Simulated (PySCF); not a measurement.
CH₄BFOS (SMILES COB(F)S), singlet, at a GFN2-xTB geometry. Base run: PBE0/6-31G, TDA in PySCF.

The PySCF input:
```python
from pyscf import gto, scf, dft, tdscf

mol = gto.M(
    atom='''
B     0.28332298   -0.12966548    0.43126662
F     0.96707812   -0.17418051    1.57370045
O     0.15313024   -1.27069119   -0.22284701
C    -0.52239200   -1.47374363   -1.44381557
H    -0.93563664   -0.54135872   -1.83560517
H     0.18789610   -1.89054128   -2.15935175
H    -1.32828155   -2.18908802   -1.27267220
S    -0.38802218    1.48027215   -0.09668650
H     0.07336926    2.16057685    0.94064525
''',
    basis='6-31g',
    verbose=3,
)

mf = dft.RKS(mol)
mf.xc = 'pbe0'
mf.kernel()
td = mf.TDA()
td.nstates = 5
td.kernel()
td.analyze()
```

Each row names what was changed in the base input (with any setting that the change needs).

| change | first excitation (eV) | oscillator strength of the first | second (eV) | core-seconds (rough) |
|---|---|---|---|---|
| base | 7.35 | 0.000 | 8.02 | 30 |
| nstates = 10 | 7.35 | 0.000 | 8.02 | 40 |
| functional = bhandhlyp | 7.55 | 0.001 | 8.55 | 30 |
| nstates = 15 | 7.35 | 0.000 | 8.02 | 40 |
| states = triplets | 6.79 | - | 6.94 | 20 |
| functional = wb97x | 7.50 | 0.001 | 8.46 | 60 |
| functional = hf | 8.06 | 0.002 | 9.76 | 5 |
| basis = cc-pVDZ | … | 0.001 | … | 70 |
| functional = b3lyp | … | 0.000 | … | 30 |
| nstates = 2 | 7.35 | 0.000 | 8.02 | 20 |
| functional = m062x | … | 0.000 | … | 70 |

Q: What belongs in the gaps?

A: 
- basis = cc-pVDZ, first excitation (eV): 6.85
- basis = cc-pVDZ, second (eV): 7.91
- functional = b3lyp, first excitation (eV): 7.18
- functional = b3lyp, second (eV): 7.86
- functional = m062x, first excitation (eV): 7.26
- functional = m062x, second (eV): 8.15

An iterative solver can miss low states, so a row lists the states that it found.
